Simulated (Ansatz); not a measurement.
In(NH2Me)H3 (CH8InN). The state is a singlet with charge 0. Geometry PBE0-D4/def2-SVP.

Cartesian coordinates in Å:
```
In -0.2291 0.7371 -1.6695
N -0.1645 0.3467 0.6838
C 0.3461 -0.9712 1.0516
H -1.1106 0.4833 1.0395
H 0.4034 1.0861 1.0976
H 0.3723 -1.1411 2.1411
H -0.2824 -1.7450 0.5888
H 1.3629 -1.0900 0.6515
H -1.2951 -0.5913 -2.0490
H 1.4829 0.5338 -1.9385
H -0.8859 2.3517 -1.5969
```

In the def2 sets In takes a core potential, while STO-3G treats all electrons; there is no spin–orbit coupling.

(1) Estimate the orbital energies around the gap (eV) in Ansatz with HF/STO-3G, HF/def2-TZVP, PBE-D4/def2-SVP, BLYP-D4/def2-TZVP, r2SCAN0-D4/def2-TZVP.

Answers

(1) 
```tsv
orbital	HF/STO-3G	HF/def2-TZVP	PBE-D4/def2-SVP	BLYP-D4/def2-TZVP	r2SCAN0-D4/def2-TZVP
HOMO−13	-24.84	-26.92	-17.72	-17.60	-20.69
HOMO−12	-18.83	-26.68	-17.57	-17.42	-20.48
HOMO−11	-17.19	-26.68	-17.56	-17.40	-20.47
HOMO−10	-15.90	-26.58	-17.49	-17.34	-20.39
HOMO−9	-14.51	-26.58	-17.48	-17.33	-20.38
HOMO−8	-13.23	-25.53	-17.11	-17.12	-20.11
HOMO−7	-12.87	-19.66	-13.49	-13.43	-15.60
HOMO−6	-12.87	-18.02	-12.15	-12.06	-14.13
HOMO−5	-12.63	-16.85	-11.28	-11.19	-13.17
HOMO−4	-12.63	-15.18	-9.81	-9.82	-11.60
HOMO−3	-12.45	-14.60	-9.59	-9.56	-11.34
HOMO−2	-9.46	-12.11	-7.21	-7.20	-8.88
HOMO−1	-7.38	-10.16	-6.02	-6.02	-7.48
HOMO	-7.35	-10.15	-6.01	-6.01	-7.47
LUMO	9.87	1.82	-0.75	-1.06	-0.02
LUMO+1	13.26	2.74	0.66	0.32	1.53
LUMO+2	15.41	2.81	1.01	0.47	1.77
LUMO+3	15.83	3.54	1.21	0.59	1.80
LUMO+4	16.07	4.59	1.36	0.86	2.03
LUMO+5	16.43	4.91	2.22	1.70	3.00
```
